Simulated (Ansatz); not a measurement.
CH$_{4}$BFOS, SMILES `FBOCS`, relaxed with RKS PBE0-D4/def2-TZVP in Ansatz 0.2.0 from a PBE-D4/def2-SVP geometry. The force threshold is 0.005 eV/Å; the program also tests the step.

Charge 0, multiplicity 1.

Start:

```xyz
9

F    -1.243    1.454   -2.033
B    -0.624    1.187   -0.884
O    -0.686   -0.092   -0.430
C     0.004   -0.478    0.743
S     1.711   -1.055    0.439
H    -0.054    2.077   -0.279
H    -0.583   -1.279    1.231
H     0.119    0.368    1.455
H     1.356   -2.182   -0.241
```

```csv
step,energy (eV),largest force (eV/Å),largest move (Å)
1,-17372.6643,0.690,0.000
2,-17372.6962,0.256,0.019
3,-17372.7005,0.049,0.016
4 (rejected),-17372.7004,0.094,0.009
5,-17372.7008,0.019,0.004
6,-17372.7008,0.026,0.019
7,-17372.7008,0.003,0.007
```

End:

```xyz
9

F    -1.247    1.458   -2.005
B    -0.621    1.182   -0.875
O    -0.673   -0.089   -0.434
C     0.010   -0.476    0.734
S     1.692   -1.048    0.433
H    -0.054    2.054   -0.282
H    -0.572   -1.265    1.207
H     0.114    0.360    1.432
H     1.351   -2.177   -0.210
```

Run time 63 s (2 threads of an Intel Xeon Platinum 8259CL on a shared host); peak host memory 0.44 GiB.
